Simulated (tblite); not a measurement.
Compound: 1,2-diisopropylhydrazine, C6H16N2.
SMILES with atom numbers: `[CH3:1][CH:2]([CH3:3])[NH:4][NH:5][CH:6]([CH3:7])[CH3:8]` (hydrogens: H9, H10, H11 on C1; H12 on C2; H13, H14, H15 on C3; H16 on N4; H17 on N5; H18 on C6; H19, H20, H21 on C7; H22, H23, H24 on C8)

A start from a force field or distance geometry was refined with GFN2-xTB geometry optimisation, gas phase (tblite). Values at the start:

```csv
coordinate,start
C1–C2,1.541 Å
C1–H9,1.094 Å
C2–N4,1.475 Å
C2–H12,1.110 Å
N4–N5,1.458 Å
N4–H16,1.042 Å
N5–C6,1.479 Å
C1–C2–C3,109.1°
C1–C2–N4,108.9°
C2–N4–N5,109.3°
N4–N5–C6,109.7°
N5–C6–C7,112.0°
N5–C6–C8,107.7°
C7–C6–C8,110.5°
C1–C2–N4–N5,-162°
N4–N5–C6–C7,71°
```

Q: How do these coordinates change at the GFN2-xTB level?

A: 
```tsv
coordinate	GFN2-xTB (Å or °)	change
N5–C6	1.456	-0.023
N4–H16	1.021	-0.021
C1–C2	1.526	-0.015
C2–N4	1.462	-0.013
C1–H9	1.088	-0.006
C2–H12	1.104	-0.006
N4–N5	1.462	+0.004
N5–C6–C7	113.5	+1.5
N4–N5–C6	111.0	+1.3
C1–C2–C3	110.2	+1.1
C2–N4–N5	110.2	+0.9
C7–C6–C8	111.1	+0.6
C1–C2–N4	109.1	+0.2
N5–C6–C8	107.8	+0.1
N4–N5–C6–C7	61	-10
C1–C2–N4–N5	-154	+8
```

The energy falls by 12.0 kJ/mol over 50 L-BFGS steps, the largest force on an atom goes from 1.16 to 0.010 eV/Å, and the atoms move by 0.072 Å rms after alignment. The bond that changes most is N5–C6 (hydrazine nitrogen to sp3 carbon bound to nitrogen), which shortens by 0.023 Å. Bonds longer at the end by more than 0.005 Å: 1 of 23; shorter: 15. Among the dihedrals that turn most is H12–C2–N4–N5, from -45° to -35°. Rotational constants go from 4001, 881.7, 872.2 to 4016, 891.7, 884.6 MHz.

Hardware: Arm Neoverse V2, one thread, shared host with 96 logical CPUs at a one-minute load of 16. Cost: 0.28 s wall.

Its lowest GFN2-xTB frequency is 14 cm⁻¹, too small to tell a flat minimum from a shallow saddle. The numbers are those of one conformer.

The numbers are calculated, not measured.
